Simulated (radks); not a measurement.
Task: These are the eigenvalues of the occupied orbitals of an atom or ion with whole-number occupations (hartree). All-electron calculation, Dirac Kohn-Sham, PBE, spin-unpolarised, spherical densities, finite nucleus; Fermi nuclear charge, rms radius of each element as measured or else 0.836 A^(1/3) + 0.57 fm. Program: a radial shooting solver on a logarithmic mesh with Libxc functionals.

orbital  eigenvalue
1s1/2     -1970.418
2s1/2     -328.7465
2p1/2     -312.7358
2p3/2     -283.3256
3s1/2     -73.88130
3p1/2     -66.89024
3p3/2     -60.78161
3d3/2     -48.75807
3d5/2     -47.42380
4s1/2     -15.36754
4p1/2     -12.60967
4p3/2     -11.24898
4d3/2      -6.70600
4d5/2      -6.45986
5p1/2      -1.91146
5p3/2      -1.71606
4f5/2      -1.05934
4f7/2      -1.02565
6s1/2      -0.58679
5f5/2      -0.11699

Which element is it, and in what charge state? The configuration may be excited. Open shells, if any, fill j = l - 1/2 first.

Result: Z = 66, dysprosium, charge +1: Dy+ in [Kr] 4d10 4f10 5p6 6s1 5f2. The list shows which subshells hold electrons but not how many an open one holds; the 1s level, -1970.4 hartree, gives Z - s = 62.8 by -(Z - s)^2/2, which with screening and relativity narrows Z to a few neighbours, and the depths of the outer levels then fix element, charge and occupations together.
